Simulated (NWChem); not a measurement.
## Lowest excitation of HGeI

```xyz
3

Ge    -1.0606     1.1590     0.0000
H      0.0767     2.2834     0.0000
I      0.6389    -0.7429     0.0000
```
Charge 0, spin multiplicity 1.

All runs are NWChem calculations. The geometry was optimised at PBE0/def2-SVP with def2 effective core potentials on I, a minimum by its harmonic frequencies.

Basis set: def2-SVPD.

Relative cost: rough, from shared machines, SCF included, EOM-CCSD = 1.

Effective core potentials replace the inner electrons of I; spin-orbit coupling is left out. The correlated methods keep 13 core orbitals frozen. B3LYP has NWChem's definition, with VWN1-RPA local correlation. The structure started from a generated list of species. Coupled-cluster values serve here as a point of comparison, not as the truth.

```tsv
method	lowest vertical singlet excitation energy (eV)	relative cost
TD-PBE	…	under 3
EOM-CCSD	…	1
CIS	2.88	under 3
TD-B3LYP	2.29	under 3
```

Complete the blanks.


- TD-PBE, lowest vertical singlet excitation energy (eV): 2.12
- EOM-CCSD, lowest vertical singlet excitation energy (eV): 2.53
